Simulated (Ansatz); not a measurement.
System: H2BSO, charge 0, doublet. H2BSO (SMILES OB[S], doublet).
B3LYP-D3(BJ)/def2-TZVP minimum from Ansatz (a program for electronic structure):
```
B
O 1 1.3564
H 2 0.9634 1 115.41
H 1 1.1960 2 118.26 3 -180.00
S 1 1.7914 4 114.88 2 -180.00
```
Charge 0, spin multiplicity 2.

Total energies in hartree (Ansatz). Radicals and triplets start from unrestricted determinants; spin-orbit coupling is neglected. Cores are frozen in correlated methods. No relativity. Where a partner has so few electrons that a lower coupled-cluster level is exact, that level stands in.

| species | HF/cc-pV(T+d)Z | CCSD(T)/cc-pV(T+d)Z | HF/cc-pV(Q+d)Z | CCSD(T)/cc-pV(Q+d)Z | CCSD(T)/cc-pV(D+d)Z | CCSDT(Q)/cc-pV(D+d)Z |
|---|---|---|---|---|---|---|
| 1: H2BSO (SMILES OB[S], doublet) | -498.35541 | -498.88899 | -498.36646 | -498.93650 | -498.72856 | -498.73052 |
| 2: B (doublet) | -24.53207 | -24.59810 | -24.53297 | -24.60084 | -24.58941 | -24.58977 |
| 3: H (doublet) | -0.49981 | -0.49981 | -0.49995 | -0.49995 | -0.49928 | -0.49928 |
| 4: O (triplet) | -74.81176 | -74.97396 | -74.81729 | -74.99357 | -74.90995 | -74.91013 |
| 5: S (triplet) | -397.50938 | -397.65444 | -397.51264 | -397.66785 | -397.60412 | -397.60456 |

**Question.** Work out the atomisation energy (electronic, to ground-state atoms) in kJ/mol: take Hartree-Fock from cc-pV(Q+d)Z, extrapolate the CCSD(T) correlation energy as X^-3 (X = 3, 4), and add CCSDT(Q) - CCSD(T) in cc-pV(D+d)Z. 1 hartree = 2625.5 kJ/mol.

**Answer.** 
Species 1: correlation (64·(-0.57004) - 27·(-0.53358))/37 = -0.59665; step -0.00196; E1 = -498.36646 + (-0.59665) + (-0.00196) = -498.96507
Species 2: correlation (64·(-0.06787) - 27·(-0.06603))/37 = -0.06921; step -0.00036; E2 = -24.53297 + (-0.06921) + (-0.00036) = -24.60254
Species 3: correlation (64·(0.00000) - 27·(0.00000))/37 = 0.00000; step +0.00000; E3 = -0.49995 + (0.00000) + (+0.00000) = -0.49995
Species 4: correlation (64·(-0.17628) - 27·(-0.16220))/37 = -0.18655; step -0.00018; E4 = -74.81729 + (-0.18655) + (-0.00018) = -75.00402
Species 5: correlation (64·(-0.15521) - 27·(-0.14506))/37 = -0.16262; step -0.00044; E5 = -397.51264 + (-0.16262) + (-0.00044) = -397.67570
-1·E1 +1·E2 +2·E3 +1·E4 +1·E5 = 0.68291 hartree = 1793.0 kJ/mol.
